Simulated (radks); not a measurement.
The numbers below are computed, except where a source is named.
All-electron atom: the tungsten ion W2+ in [Xe] 4f14 5d3 6p1 (not the ground configuration). Code: a radial shooting solver on a logarithmic mesh with Libxc functionals. Model: Dirac Kohn-Sham, LDA (Slater exchange, Perdew-Wang correlation), spin-unpolarised, spherical densities, point nucleus; open shells are shared between the two j in proportion to 2j + 1.

Normalised radial functions P(r) = r R(r) (large component), r in bohr:

```
   r/bohr * 5d3/2, o 6p1/2 (the largest magnitude, 0.797, reaches the edge; | marks zero, & curves that meet)
 0.003145                             &
 0.005001                             &
 0.007891                             *o
  0.01255                             * o
  0.01996                             |*o
  0.03149                             | *o
  0.05008                             |  o*
  0.07902                            o|      *
   0.1257                         o   |       *
   0.1999                            o|*
   0.3153                  *          |     o
   0.5015                     *       | o
   0.7913                   o         |           *
    1.258                         o   |                          *
    2.002                             |              o       *
    3.158                             |         *          o
    5.022                             | *      o
    7.988                             *o
```

5d3/2: eigenvalue -23.996 eV, 2 radial nodes at r = 0.209, 0.624 bohr, <r> = 1.77 bohr, 90 % of the charge inside 2.72 bohr. 6p1/2: eigenvalue -15.746 eV, 4 radial nodes at r = 0.0735, 0.217, 0.531, 1.41 bohr, <r> = 3.19 bohr, 90 % of the charge inside 4.60 bohr.
